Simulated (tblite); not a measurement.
Species: C5H7BrSi2.
Geometry (GFN2-xTB, Å), atoms numbered from 1 in this order:
```
atom  x, y, z in Å
C1    -2.7745    2.0512   -0.9234
C2    -2.1164    1.2402   -0.3295
Si3   -1.1174    0.0155    0.6278
C4    -1.8241   -1.7343    0.5002
Br5   -1.2239    0.6649    2.7933
C6     0.6596    0.1099    0.1366
C7     1.8352    0.1653   -0.1458
Si8    3.6341    0.2446   -0.5822
H9    -3.3493    2.7581   -1.4493
H10   -2.8582   -1.7650    0.8343
H11   -1.2566   -2.4313    1.1117
H12   -1.7931   -2.0868   -0.5265
H13    4.0919    1.6131   -0.3409
H14    4.3380   -0.7170    0.2682
H15    3.7504   -0.1204   -1.9964
```

Calculated harmonic vibrations of the isolated species, GFN2-xTB (tblite), most abundant isotopes, no scaling. The method is semi-empirical: single wavenumbers can be off by several per cent or more. Modes of hydrogen on silicon can be 10 to 20 % off. The optimisation stopped once no atom felt more than 0.01 eV/Å.

Lowest wavenumbers of the output (negative numbers stand for imaginary wavenumbers):
```
mode    cm-1
  1     -21.7
  2      39.1
  3      49.5
  4      79.6
  5     103.5
  6     109.9
  7     135.7
  8     160.1
  9     174.9
 10     249.0
 11     257.5
 12     280.4
 13     294.5
 14     345.3
 15     457.8
```

Is this structure a minimum?

Not by this Hessian. 1 mode is imaginary beyond 20i (22i cm⁻¹), so at this level the point lies at or near a first-order saddle. The curvature is small, so loose convergence or finite differences may be the whole cause.

Which atoms move in the imaginary mode?

22i: H13 (Si–H hydrogen) 33 %, H15 (Si–H hydrogen) 33 %, H14 (Si–H hydrogen) 33 %. These are shares of the mass-weighted motion.

What is the remedy?

Step along that mode in both directions, optimise again with tighter thresholds and repeat the frequencies. The zero-point energy of this point (56.5 kcal/mol) counts the 38 real modes alone, and thermal corrections from it aren't those of a minimum.
